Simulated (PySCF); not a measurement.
An unknown gives this computed stick spectrum. Computed with TDDFT wB97X-D/def2-SVPD, vertical, gas phase, core orbitals frozen in the response (PySCF 2.14.0, density-fitted response routines). Geometries: GFN2-xTB, one conformer each.

```csv
state,E (eV),f,"main configurations (H = HOMO, L = LUMO)"
S1,4.44,0.0002,H→L (98%)
S2,7.30,0.0025,H-1→L (94%)
S3,7.72,0.0099,"H-1→L+1 (67%), H-1→L+2 (19%)"
S4,7.77,0.020,"H→L+1 (48%), H→L+2 (42%)"
S5,8.12,0.014,"H-2→L (66%), H-3→L (27%)"
S6,8.48,0.093,"H→L+3 (41%), H→L+2 (30%), H→L+1 (8%)"
S7,8.62,0.020,"H-3→L (56%), H-2→L (24%), H-4→L (9%)"
S8,8.83,0.0016,"H→L+3 (35%), H→L+1 (28%), H→L+2 (11%)"
```

Triplets computed (Tamm–Dancoff): 3.88, 6.26, 7.25 eV.

Orbital energies (eV): HOMO-3 -12.14, HOMO-2 -11.51, HOMO-1 -10.30, HOMO -9.82, LUMO 0.87, LUMO+1 2.16, LUMO+2 2.55.

Question: Which structure fits? All have the formula C4H7FO2.
A. `O=CC[C@@H](F)CO`
B. `COCCC(=O)F`
C. `F[C@H]1COCCO1`

Answer: A. Its S1, at 4.44 eV, is the lowest among the candidates; the nearest of the others has S1 at 6.20 eV. S1 is HOMO→LUMO (98%). S1 has the pattern of n→π* at C=O. At the same level the other candidates give, for their lowest levels:
- `F[C@H]1COCCO1`: 7.50 eV (f 0.013); 8.23 eV (f 0.010); 8.33 eV (f 0.077); 8.45 eV (f 0.007); 8.65 eV (f 0.034); T1 7.31 eV; HOMO -9.43, LUMO 2.26 eV
- `COCCC(=O)F`: 6.20 eV (f 0.001); 7.09 eV (f 0.004); 7.60 eV (f 0.027); 8.48 eV (f 0.005); 8.51 eV (f 0.001); T1 5.65 eV; HOMO -9.79, LUMO 1.37 eV

Shape of the structure used: `[O:1]=[CH:2][CH2:3][C@@H:4]([F:5])[CH2:6][OH:7]`: O1–C2–C3–C4 0°, C2–C3–C4–F5 160°, C3–C4–C6–O7 -56°, H–O7–C6–C4 -61°.
